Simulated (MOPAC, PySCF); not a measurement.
H$_{3}$B, SMILES `B`, neutral singlet in the gas phase. 

Cartesian coordinates (Å):
SMILES: B
```xyz
4

B      0.0000     0.0000    -0.0001
H     -0.8525    -0.8291     0.0000
H     -0.2917     1.1528    -0.0001
H      1.1443    -0.3238     0.0002
```
Charge 0, spin multiplicity 1.

All levels are single points at this geometry (B3LYP-D3(BJ)/def2-TZVP); Pople sets use spherical d functions. Orbital energies aren't observables, and empty levels follow the basis.

```
level                            HOMO (eV)  LUMO (eV)  gap (eV)  dipole (D)  vertical IE, Delta-SCF (eV)
-------------------------------  ---------  ---------  --------  ----------  ---------------------------
B3LYP-D3(BJ)/def2-TZVP in PySCF      -9.75      -2.22      7.53        0.00                            –
PBE-D3(BJ)/def2-TZVP in PySCF        -8.48      -3.04      5.44        0.00                            –
B3LYP/3-21G in PySCF                 -9.72      -2.02      7.70        0.00                            –
B3LYP/6-311+G** in PySCF             -9.75      -2.25      7.51        0.00                            –
B3LYP/6-31G* in PySCF                -9.58      -1.78      7.80        0.00                        13.15
M06-2X/6-31G* in PySCF              -11.18      -0.53     10.65        0.00                            –
PBE/6-31G* in PySCF                  -8.30      -2.67      5.63        0.00                            –
HF/3-21G in PySCF                   -13.59       2.10     15.68        0.00                            –
HF/6-31G* in PySCF                  -13.52       2.42     15.94        0.00                        12.49
HF/STO-3G in PySCF                  -12.59       6.52     19.11        0.00                            –
PM3 in MOPAC                        -13.57       0.13     13.70        0.00                            –
PM6 in MOPAC                        -11.71      -0.30     11.42        0.00                            –
PM7 in MOPAC                        -12.01      -0.34     11.67        0.00                            –
```
